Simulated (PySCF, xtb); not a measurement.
Si(CF3)(H)2(OH) (CH3F3OSi), SMILES O[SiH2]C(F)(F)F. Other conformers were not sampled.

Harmonic wavenumbers (cm⁻¹) from GFN2-xTB run with xtb at its own minimum, in rising order: 28, 122, 190, 226, 270, 386, 446, 462, 540, 577, 651, 712, 742, 759, 945, 1007, 1035, 1149, 2327, 2404, 3621.

**Question.** What does PBE-D3(BJ)/def2-SVP (PySCF) give at its own minimum? (An estimate is asked for; the answer gives what the named calculation found.)

**Answer.** 64, 112, 194, 242, 286, 403, 480, 509, 599, 699, 713, 806, 865, 882, 926, 1088, 1109, 1197, 2173, 2234, 3765. Paired by order, the mean absolute difference is 69 cm⁻¹ and the zero-point energies are 26.6 and 27.7 kcal/mol.
